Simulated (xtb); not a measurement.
C2H7BO3, SMILES COB(O)OC. All values are semi-empirical tight-binding results from xtb (GFN2-xTB unless named), good for trends rather than for accurate numbers. Geometry optimised at GFN2-xTB. Other conformers were not sampled.

Optimised geometry:

```xyz
13

B     -0.1516     0.1223     0.3783
O     -0.1822     0.0569     1.7404
H     -0.8390     0.6347     2.1265
O      0.7014    -0.6411    -0.3541
C      1.6163    -1.5283     0.2531
H      1.2085    -1.9407     1.1769
H      1.8156    -2.3286    -0.4604
H      2.5461    -1.0009     0.4806
O     -1.0246     0.9669    -0.2420
C     -1.0642     1.1104    -1.6458
H     -0.7953     0.1772    -2.1417
H     -2.0806     1.4004    -1.9146
H     -0.3666     1.8919    -1.9571
```
Charge 0, spin multiplicity 1.

- orbital gap = 8.16 eV
- dipole moment = 0.27 D
- zero-point energy = 62.8 kcal/mol
- G − E(el) at 298.15 K (modified RRHO) = 42.2 kcal/mol
- static polarisability (D4 model) = 55.0 bohr³
- solvation energy, GFN2-xTB/ALPB(water) = -6.1 kcal/mol
- solvation energy, GFN2-xTB/ALPB(thf) = -9.1 kcal/mol

### Question
Give the IR lines (harmonic; lines under 4 % of the strongest left out, lines within 3 cm⁻¹ merged). (Estimate from the structure and the level; the computed values follow.)

### Answer
ν (cm⁻¹): 507 (w), 585 (m), 928 (m), 1263 (vs), 1293 (s), 1409 (w), 2948 (w), 2979 (w), 2983 (w) (against the strongest line: vs over 80 %, s over 45 %, m over 15 %, w over 4 %, vw less)

Computed atomic charges and the Wiberg bond orders between heavy atoms:
charges (e) B1 0.55, O2 -0.49, H3 0.31, O4 -0.37, C5 0.03, H6 0.05, H7 0.06, H8 0.05, O9 -0.38, C10 0.03, H11 0.05, H12 0.06, H13 0.05. Bond orders B1–O2 1.11, B1–O4 1.12, O4–C5 0.98, B1–O9 1.10, O9–C10 0.98.
